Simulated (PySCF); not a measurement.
Dipole response of La³⁶⁺ (lanthanum, charge +36)

[Ar] 3d3, high-spin 4F determinant. Calculation: PySCF 2.14, in an even-tempered Gaussian basis (18 s from 5.9 bohr⁻², ratio 2.5; 12 p from 7.7 bohr⁻², ratio 2.5; 8 d from 7.7 bohr⁻², ratio 2.5; 4 f from 29 bohr⁻², ratio 2.7; 3 g from 43 bohr⁻², ratio 2.7); the spin-free X2C one-electron Hamiltonian (Gaussian nucleus). Coupled (time-dependent) response in atomic units; α is the mean over directions.

```
method  mean α (bohr³)  C₆ (like pair)      S(−4)
  PBE0         0.01036        0.001355  7.185e-05
```

S(−4) is the Cauchy moment in α(ω) = α(0) + S(−4) ω² + …

Spin-orbit coupling is absent.

α(iu) at PBE0:

```json
{"u (hartree)": "0", "α(iu) (bohr³)": "0.01036"}
{"u (hartree)": "2.00", "α(iu) (bohr³)": "0.01008"}
{"u (hartree)": "4.00", "α(iu) (bohr³)": "0.009354"}
{"u (hartree)": "8.00", "α(iu) (bohr³)": "0.007451"}
{"u (hartree)": "12.0", "α(iu) (bohr³)": "0.005861"}
{"u (hartree)": "16.0", "α(iu) (bohr³)": "0.004771"}
{"u (hartree)": "20.0", "α(iu) (bohr³)": "0.004035"}
{"u (hartree)": "30.0", "α(iu) (bohr³)": "0.002967"}
{"u (hartree)": "40.0", "α(iu) (bohr³)": "0.002362"}
{"u (hartree)": "60.0", "α(iu) (bohr³)": "0.001629"}
{"u (hartree)": "100", "α(iu) (bohr³)": "0.0009003"}
```

A single London oscillator, α(iu) = α/(1 + u²/ω²), gives C₆ = (3/4) ω α². Matching the computed C₆ needs ω = 4 × 0.001355 / (3 × 0.01036²) = 16.8 hartree.

For an ion, C₆ is the dispersion term alone; charge-induced terms of lower order in 1/R come first.

Spin-orbit coupling is strong in this species (close to jj coupling), so the high-spin LS determinant is a model state, not a physical level.
